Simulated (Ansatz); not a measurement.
Ansatz (a quantum-chemistry and plane-wave program) input (CCSD(T)/STO-3G):

Ansatz 0.2 input:
```yaml
crystal:
  periodic: [false, false, false]
  atoms:
    - {symbol: C, position_ang: [-2.85475326, -0.15774737, 0.09723908]}
    - {symbol: C, position_ang: [-1.38200292, -0.23481575, 0.51935804]}
    - {symbol: O, position_ang: [-1.08347201, -0.59952137, 1.64542347]}
    - {symbol: O, position_ang: [-0.58938599, 0.12287802, -0.44325695]}
    - {symbol: Ge, position_ang: [1.41420843, 0.21368181, -0.45215748]}
    - {symbol: H, position_ang: [-3.50262199, -0.46163944, 0.91839963]}
    - {symbol: H, position_ang: [-3.09711521, 0.86234496, -0.20859245]}
    - {symbol: H, position_ang: [-3.02411402, -0.80320507, -0.76737753]}
    - {symbol: H, position_ang: [1.63444565, -1.23205966, 0.23625045]}
    - {symbol: H, position_ang: [1.53813666, 0.96526668, 0.97344426]}
basis:
  gaussian:
    orbitals: STO-3G
total_charge: -1
magnetization: {spin_polarized: false}
correlation: {method: ccsd_t, electrons: outside_noble_gas}
```

End of the output:

```
reference -61960.47362972 eV, -2277.0054075747 hartree; 15, 15 occupied and 10, 10 virtual orbitals, 539 factors
second order -6.49853493 eV of doubles, -0.00000000 eV of singles
coupled cluster: 0.10 GiB planned
cycle   1  -7.09450100 eV  change   -6.0e-1 eV  update   1.2e-1
cycle   2  -7.58600695 eV  change   -4.9e-1 eV  update   3.8e-2
cycle   3  -7.73101921 eV  change   -1.5e-1 eV  update   1.9e-2
cycle   4  -7.74098485 eV  change   -1.0e-2 eV  update   4.1e-3
cycle   5  -7.74057352 eV  change    4.1e-4 eV  update   1.7e-3
cycle   6  -7.73935066 eV  change    1.2e-3 eV  update   4.4e-4
cycle   7  -7.73922315 eV  change    1.3e-4 eV  update   1.6e-4
cycle   8  -7.73922497 eV  change   -1.8e-6 eV  update   5.5e-5
cycle   9  -7.73921568 eV  change    9.3e-6 eV  update   1.8e-5
coupled cluster: 0.10 GiB planned
perturbative correction -0.30906635 eV, -0.0113579788 hartree
Total energy: -61968.52191174 eV, -2277.3011764838 hartree
```

It need not be the lowest isomer of its formula. Whether it binds its extra electron was not tested at this geometry.
